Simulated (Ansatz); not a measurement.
Reactions of C₂H₁₀Si₃ (`C=C[SiH]([SiH3])[SiH3]`).

Computed with Ansatz on PBE0-D4/def2-TZVP structures; ΔE is electronic, products minus reactants. CCSD(T)/CBS adds triple-zeta CCSD(T) − MP2 to the extrapolated MP2 energy (def2 sets, frozen cores). This one scheme is used for every species. DFT in def2-TZVPP. One conformer a species, not always the lowest.

```json
{"reaction": "`C=C[SiH]([SiH3])[SiH3]` + `C=C(N)S` → `C=CNC(=C)S` + `[SiH3][SiH2][SiH3]`", "CCSD/CBS(def2) (kJ/mol)": "36", "PBE0-D4 (kJ/mol)": "24", "ωB97M-V (kJ/mol)": "31"}
{"reaction": "`C=C[SiH]([SiH3])[SiH3]` + `O[Si](O)(F)Cl` → `O[Si](F)(Cl)O[SiH3]` + `C=C[SiH2][SiH3]`", "CCSD/CBS(def2) (kJ/mol)": "-101", "PBE0-D4 (kJ/mol)": "-77", "ωB97M-V (kJ/mol)": "-98"}
{"reaction": "`C=C[SiH]([SiH3])[SiH3]` + `C=O` → `O=C[SiH]([SiH3])[SiH3]` + `C=C`", "CCSD/CBS(def2) (kJ/mol)": "14", "PBE0-D4 (kJ/mol)": "13", "ωB97M-V (kJ/mol)": "12"}
{"reaction": "`C=C[SiH]([SiH3])[SiH3]` + `FCOCCCl` → `FC[SiH]([SiH3])[SiH3]` + `C=COCCCl`", "CCSD/CBS(def2) (kJ/mol)": "33", "PBE0-D4 (kJ/mol)": "28", "ωB97M-V (kJ/mol)": "29"}
{"reaction": "`C=C[SiH]([SiH3])[SiH3]` + `[NH2][Al]([OH])[SH]` → `[NH2][Al]([SH])[O][SiH3]` + `C=C[SiH2][SiH3]`", "CCSD/CBS(def2) (kJ/mol)": "-109", "PBE0-D4 (kJ/mol)": "-87", "ωB97M-V (kJ/mol)": "-108"}
{"reaction": "`C=C[SiH]([SiH3])[SiH3]` + H–F → `F[SiH]([SiH3])[SiH3]` + `C=C`", "CCSD/CBS(def2) (kJ/mol)": "-114", "PBE0-D4 (kJ/mol)": "-102", "ωB97M-V (kJ/mol)": "-115"}
{"reaction": "`C=C[SiH]([SiH3])[SiH3]` + H₂ → `C=C[SiH2][SiH3]` + SiH₄", "CCSD/CBS(def2) (kJ/mol)": "-19", "PBE0-D4 (kJ/mol)": "-4", "ωB97M-V (kJ/mol)": "-18"}
{"reaction": "`C=C[SiH]([SiH3])[SiH3]` → `[SiH3]C=C([SiH3])[SiH3]`", "CCSD/CBS(def2) (kJ/mol)": "18", "PBE0-D4 (kJ/mol)": "35", "ωB97M-V (kJ/mol)": "11"}
{"reaction": "`C=C[SiH]([SiH3])[SiH3]` + H₂ → `[SiH3][SiH2][SiH3]` + `C=C`", "CCSD/CBS(def2) (kJ/mol)": "-27", "PBE0-D4 (kJ/mol)": "-21", "ωB97M-V (kJ/mol)": "-23"}
{"reaction": "`C=C[SiH]([SiH3])[SiH3]` + `O=CB(F)F` → `O=C[SiH]([SiH3])[SiH3]` + `C=CB(F)F`", "CCSD/CBS(def2) (kJ/mol)": "-26", "PBE0-D4 (kJ/mol)": "-30", "ωB97M-V (kJ/mol)": "-28"}
```

Problem. Give the CCSD(T)/CBS values in the same order. (Best estimate.)

Solution. The calculation gave: 35, -96, 14, 32, -104, -108, -12, 17, -21, -27 kJ/mol.

Largest T1 diagnostic: 0.016, for `O=C[SiH]([SiH3])[SiH3]`.
